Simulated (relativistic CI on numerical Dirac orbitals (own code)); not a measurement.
## One change at a time: Rb XXVI

Base calculation: Dirac-Coulomb-Breit CI, orbitals from a KLI potential per configuration, a model potential for QED, unscaled Slater integrals.

CI space (outside the closed core [Ne]): 3s2, 3s 3p, 3p2, 3s 3d, 3d2, 3p 3d, 3p 4s, 3d 4s, 3s 4s, 3s 4p, 3s 4d, 3s 4f, 3s 5s, 3s 5p, 3s 5d, 4s2, 3s 5f, 3s 5g, 3s 6s, 3s 6p, 3s 6d. Levels of other configurations are missing.

Variants: (1) valence Slater integrals scaled by 0.9; (2) QED terms removed; (3) one mean potential for all configurations. Shifts of the energy above 3s2 1S_0, in cm⁻¹, for the lowest level and the first level of each name with at least 55 % of one term (blank where a level changes its place among those of its configuration and J or its character, or is not in the variant):

| Level | Base | Δ(1) | Δ(2) | Δ(3) |
| --- | --- | --- | --- | --- |
| 3s2 1S_0 | 0 | 0 | 0 | 0 |
| 3s 3p 3P°_0 | 404339 | +1074 | +2824 | +302 |
| 3s 3p 3P°_1 | 429652 | +176 | +2793 | +306 |
| 3s 3p 3P°_2 | 519488 | +1135 | +2582 | +301 |
| 3s 3p 1P°_1 | 671597 | -13798 | +2682 | +368 |
| 3p2 3P_0 | 972931 | -3186 | +5707 | +710 |
| 3p2 1D_2 | 1048179 | +2022 | +5117 | +594 |
| 3p2 3P_1 | 1054846 | -883 | +5513 | +657 |
| 3p2 3P_2 | 1157501 | +724 | +5011 | +573 |
| 3s 3d 3D_1 | 1237770 | -2655 | +2819 | +276 |
| 3s 3d 3D_2 | 1246023 | -2738 | +2804 | +274 |
| 3s 3d 3D_3 | 1259384 | -2642 | +2745 | +266 |
| 3p2 1S_0 | 1280775 | -12742 | +5231 | +791 |
| 3s 3d 1D_2 | 1396449 | -19058 | +3441 | +431 |

At this charge energies of transitions that change n are usually good to better than 1 %, and those within a shell (Δn = 0) to a few per cent.

Ionisation energy from the two ground configurations alone: base 1237.19 eV; QED terms removed 1237.53 eV. The NIST ASD value (semi-empirical) is 1242.5 eV.

LS names give the leading component of a level, which can be under half, so a name can repeat, a term be missing and a line seem to break the LS rules.
